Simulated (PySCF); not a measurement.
BrH2NPb, SMILES [NH2][Pb][Br] (connectivity only; charge and spin as stated), neutral, multiplicity 1. The structure is a stationary point at r2SCAN-D4/def2-SVP. The def2 effective core potentials stand for the cores of Pb; spin–orbit coupling is left out. One conformer was computed; it need not be the lowest.

All values below come from r2SCAN-D4/def2-SVP (PySCF).

Harmonic wavenumbers (cm⁻¹): 121, 205, 306, 441, 547, 583, 1479, 3528, 3657. Rotational constants (GHz): 7.021, 1.198, 1.023; symmetry number 1.

### Question
Work out the zero-point energy and the ideal-gas rigid-rotor harmonic-oscillator thermochemistry at 298.15 K and 1 atm.

### Answer
ZPE = ½ Σ hcν = ½ × 10867 cm⁻¹ = 15.54 kcal/mol. H − E(el) = 19.35 kcal/mol. Entropy in cal/(mol K): translation 43.02, rotation 28.01, vibration 8.43, total 79.46. G − E(el) = -4.34 kcal/mol. Cp = 17.05 cal/(mol K). Modes under 150 cm⁻¹ make the vibrational entropy uncertain.
